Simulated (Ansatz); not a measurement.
Ansatz (a quantum-chemistry and plane-wave program) input (CCSD(T)/def2-SVPD):

Ansatz 0.2 input:
```yaml
crystal:
  periodic: [false, false, false]
  atoms:
    - {symbol: Be, position_ang: [-0.87992344, -0.51025829, -0.68985964]}
    - {symbol: C, position_ang: [0.30537839, 0.17708570, 0.23941654]}
    - {symbol: H, position_ang: [0.85331289, -0.61161243, 0.76365012]}
    - {symbol: H, position_ang: [-0.15481764, 0.85375314, 0.96566621]}
    - {symbol: H, position_ang: [0.98892816, 0.73637827, -0.40637702]}
basis:
  gaussian:
    orbitals: def2-SVPD
total_charge: 1
magnetization: {spin_polarized: false}
correlation: {method: ccsd_t, electrons: outside_noble_gas}
output: {forces: true}
```

Output:

```
Functional definition: HF
integrals: 0.03 GiB planned
593 factors; integrals over basis functions are off by at most 1.1e-3 eV
mean field: 0.09 GiB planned
mean field evaluation 1: about -1461.3102 eV, gradient 4.3e1 eV
mean field evaluation 2: about -1461.3224 eV, gradient 4.3e1 eV
mean field evaluation 4: about -1465.9843 eV, gradient 1.9e0 eV
mean field evaluation 8: about -1466.0025 eV, gradient 1.1e-1 eV
mean field evaluation 16: about -1464.8372 eV, gradient 2.1e1 eV
mean field -1466.00269034 eV, -53.8746051776 hartree, gradient 1.6e-6 eV, S^2 0.000000; 0 other end points of the search recorded, 0 dependent functions left out
2 core orbitals not correlated
reference -1466.00269034 eV, -53.8746051776 hartree; 4, 4 occupied and 50, 50 virtual orbitals, 593 factors
densities: 0.13 GiB planned
second order -4.67695894 eV of doubles, -0.00000000 eV of singles
coupled cluster: 0.11 GiB planned
cycle   1  -5.05262228 eV  change   -3.8e-1 eV  update   5.0e-2
cycle   2  -5.19682437 eV  change   -1.4e-1 eV  update   1.8e-2
cycle   3  -5.22036175 eV  change   -2.4e-2 eV  update   8.7e-3
cycle   4  -5.22010103 eV  change    2.6e-4 eV  update   4.0e-3
cycle   5  -5.21895369 eV  change    1.1e-3 eV  update   1.8e-3
cycle   6  -5.21883231 eV  change    1.2e-4 eV  update   6.0e-4
cycle   7  -5.21885348 eV  change   -2.1e-5 eV  update   1.9e-4
cycle   8  -5.21890569 eV  change   -5.2e-5 eV  update   5.9e-5
cycle   9  -5.21890095 eV  change    4.7e-6 eV  update   1.3e-5
cycle  10  -5.21890334 eV  change   -2.4e-6 eV  update   3.8e-6
perturbative correction -0.15840359 eV, -0.0058212247 hartree
the calculation of the forces begins
Total energy: -1471.37999727 eV, -54.0722175626 hartree
Atom 0 at    -0.879923    -0.510258    -0.689860 Å, force    -0.396195    -0.229750    -0.310617 eV/Å
Atom 1 at     0.305378     0.177086     0.239417 Å, force    -0.001557    -0.000904    -0.001221 eV/Å
Atom 2 at     0.853313    -0.611612     0.763650 Å, force     0.231944    -0.243492     0.214180 eV/Å
Atom 3 at    -0.154818     0.853753     0.965666 Å, force    -0.112466     0.257123     0.283196 eV/Å
Atom 4 at     0.988928     0.736378    -0.406377 Å, force     0.278275     0.217024    -0.185538 eV/Å
Dipole moment:    -0.982063    -0.569488    -0.769937 e Å
```

It need not be the lowest isomer of its formula.
